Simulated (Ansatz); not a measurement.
Geometry optimisation, Ansatz, DFT PBEsol, scalar-relativistic, plane waves, PAW.

Input:

```yaml
crystal:
  lattice:
    - [4.58, 0.0, 0.0]
    - [2.29, 3.966396, 0.0]
    - [0.0, 0.0, 17.382645]
  atoms:
    - { symbol: Be, position: [-0.1666667, 0.3333333, 0.0575286] }
    - { symbol: Be, position: [0.3333333, 0.3333333, 0.0575286] }
    - { symbol: Be, position: [-0.1666667, 0.8333333, 0.0575286] }
    - { symbol: Be, position: [0.3333333, 0.8333333, 0.0575286] }
    - { symbol: Be, position: [0.0, 0.0, 0.1607474] }
    - { symbol: Be, position: [0.5, 0.0, 0.1607474] }
    - { symbol: Be, position: [0.0, 0.5, 0.1607474] }
    - { symbol: Be, position: [0.5, 0.5, 0.1607474] }
    - { symbol: Be, position: [-0.1666667, 0.3333333, 0.2639662] }
    - { symbol: Be, position: [0.3333333, 0.3333333, 0.2639662] }
    - { symbol: Be, position: [-0.1666667, 0.8333333, 0.2639662] }
    - { symbol: Be, position: [0.3333333, 0.8333333, 0.2639662] }
    - { symbol: Be, position: [0.0, 0.0, 0.3671849] }
    - { symbol: Be, position: [0.5, 0.0, 0.3671849] }
    - { symbol: Be, position: [0.0, 0.5, 0.3671849] }
    - { symbol: Be, position: [0.5, 0.5, 0.3671849] }
    - { symbol: K, position: [0.291675, -0.0341597, 0.5322921] }
basis:
  ecutwfc: 420.0
kpoints:
  mp_grid: { grid: [5, 5, 1] }
hamiltonian:
  xc: pbesol
scf:
  occupations: { method: fermi_dirac, width: 0.15 }
  lower_state_search: "off"
relax:
  f_tol: 0.03
  max_steps: 60
  adjacent_minimum: "off"
  constraints: [{ sites: [0, 1, 2, 3] }]
output:
  write_density: true
  write_potential: true
  elf: true
  volumetric_format: npy
```

Launched with:

```bash
$ ansatz run input.yaml --threads 1 --pin off --max-ram 3072MiB --backend cpu --events-out ev --progress --plain --runs-dir out
```

Q: Where does it end, and by what steps?

A: It converged. The force dipped under the threshold on the way, but the program's further checks kept it going. Limits of this set-up: coarse k mesh, thin slab, slab without dipole correction. After 3 steps the energy has fallen by 0.042 eV; Be15 moved furthest, 0.15 Å.

```json
{"step": "0", "energy less start (eV)": "0.0000", "largest force component (eV/Å)": "0.308", "accepted": "yes"}
{"step": "1", "energy less start (eV)": "-0.0329", "largest force component (eV/Å)": "0.127", "accepted": "yes"}
{"step": "2", "energy less start (eV)": "-0.0417", "largest force component (eV/Å)": "0.008", "accepted": "yes"}
{"step": "3", "energy less start (eV)": "-0.0417", "largest force component (eV/Å)": "0.008", "accepted": "yes"}
```

```xyz
17
Lattice="4.5800 0.0000 0.0000 2.2900 3.9664 0.0000 0.0000 0.0000 17.3826" Properties=species:S:1:pos:R:3
Be 0.000 1.322 1.000
Be 2.290 1.322 1.000
Be 1.145 3.305 1.000
Be 3.435 3.305 1.000
Be -0.001 0.002 2.839
Be 2.291 0.001 2.837
Be 1.145 1.982 2.844
Be 3.435 1.981 2.842
Be -0.001 1.324 4.673
Be 2.290 1.325 4.670
Be 1.146 3.303 4.664
Be 3.434 3.303 4.657
Be -0.004 -0.002 6.474
Be 2.294 -0.002 6.456
Be 1.145 1.986 6.533
Be 3.434 1.982 6.521
K 1.268 -0.131 9.316
```

Whether the end is a true minimum wasn't checked by a vibrational analysis.

Time of the run: 55 s on 1 thread of Intel(R) Xeon(R) Platinum 8259CL CPU @ 2.50GHz (Skylake/Cascade Lake), on a shared host, peak memory 0.56 GiB.
